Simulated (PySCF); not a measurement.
SnF, SMILES [F][Sn+] (connectivity only; charge and spin as stated), charge +1, multiplicity 1.

Geometry optimised at B3LYP-D3(BJ)/def2-TZVP. The multiplicity is an assumed one; other spin states were not compared. The def2 effective core potentials stand for the cores of Sn; spin–orbit coupling is left out.

Calculation: TDDFT-M06-2X/def2-TZVPD (PySCF).

Vertical excitations; the highest root listed may be one member of a degenerate set. Isolated molecule, no solvent. State labels are in the subgroup C2v.

Computed UV-visible absorptions:
| state | symmetry | energy (eV) | λ (nm) | f | main pairs |
|---|---|---|---|---|---|
| S1 | B2 | 6.13 | 202 | 0.131 | HOMO→LUMO+1 (degenerate set) |
| S2 | B1 | 6.13 | 202 | 0.131 | HOMO→LUMO (degenerate set) |
| S3 | A2 | 7.21 | 172 | 0.000 | HOMO−2→LUMO+1 49 %, HOMO−1→LUMO 49 % |
| S4 | A2 | 7.41 | 167 | 0.000 | HOMO−1→LUMO, HOMO−2→LUMO+1 (degenerate set) |
| S5 | A1 | 7.41 | 167 | 0.000 | HOMO−2→LUMO, HOMO−1→LUMO+1 (degenerate set) |
| S6 | A1 | 7.96 | 156 | 0.035 | HOMO→LUMO+2 33 %, HOMO−1→LUMO+1 32 %, HOMO−2→LUMO 32 % |
| S7 | A1 | 9.49 | 131 | 0.847 | HOMO→LUMO+2 65 %, HOMO−1→LUMO+1 16 %, HOMO−2→LUMO 16 % |
| S8 | B2 | 9.52 | 130 | 0.001 | HOMO−1→LUMO+2 (degenerate set) |
| S9 | B1 | 9.52 | 130 | 0.001 | HOMO−2→LUMO+2 (degenerate set) |
| S10 | B1 | 10.74 | 115 | 0.366 | HOMO−3→LUMO 87 % |
| T1 | B2 | 4.52 | 274 | 0 | HOMO→LUMO+1 (degenerate set) |
| T2 | B1 | 4.52 | 274 | 0 | HOMO→LUMO (degenerate set) |
| T3 | A1 | 6.60 | 188 | 0 | HOMO→LUMO+2 76 % |
| T4 | A1 | 7.05 | 176 | 0 | HOMO−2→LUMO 40 %, HOMO−1→LUMO+1 40 %, HOMO→LUMO+2 16 % |
Triplets are in the Tamm–Dancoff approximation, which puts them higher than full response would, so one can lie above its singlet here.
